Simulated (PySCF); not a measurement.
C₃H₉NSi, SMILES N1[C@H](CC1)[SiH3]. Atoms are numbered in the order given.

```xyz
14

Si     1.7453     0.2956     0.2565
C      0.0842    -0.3616    -0.3705
C     -0.9532    -0.9008     0.6442
C     -1.9772    -0.0427    -0.1158
N     -0.8702     0.7151    -0.7014
H      2.3814     1.1495    -0.7945
H      1.5235     1.1152     1.4858
H      2.6852    -0.8250     0.5847
H      0.2309    -1.0965    -1.1898
H     -1.1134    -1.9869     0.6674
H     -0.7799    -0.5401     1.6689
H     -2.6893     0.5529     0.4802
H     -2.5545    -0.6449    -0.8456
H     -0.9494     0.9628    -1.6847
```

Geometry optimised at PBE0-D3(BJ)/def2-SVP. The structure was generated by enumeration; whether it is a known compound was not checked.

Method: PBE/pcSseg-1 run with PySCF.

GIAO shieldings, no solvent; atoms listed in one row are averaged. δ = σ(ref) − σ: ²⁹Si against TMS (σ = 335.4 ppm); ¹³C against TMS (σ = 182.0 ppm); ¹⁵N against NH3 (σ = 267.0 ppm); ¹H against TMS (σ = 31.49 ppm), references at their B3LYP-D3(BJ)/def2-TZVP geometries, non-relativistic.

Computed chemical shifts:
```csv
nucleus,atoms,count,δ (ppm)
²⁹Si,Si1,1,-67.2
¹³C,C4,1,57.1
¹³C,C2,1,53.1
¹³C,C3,1,30.8
¹⁵N,N5,1,53.3
¹H,H9,1,4.43
¹H,H13,1,4.37
¹H,"H6, H7, H8",3,4.17
¹H,H12,1,3.91
¹H,H11,1,2.62
¹H,H10,1,2.32
¹H,H14,1,0.48
```
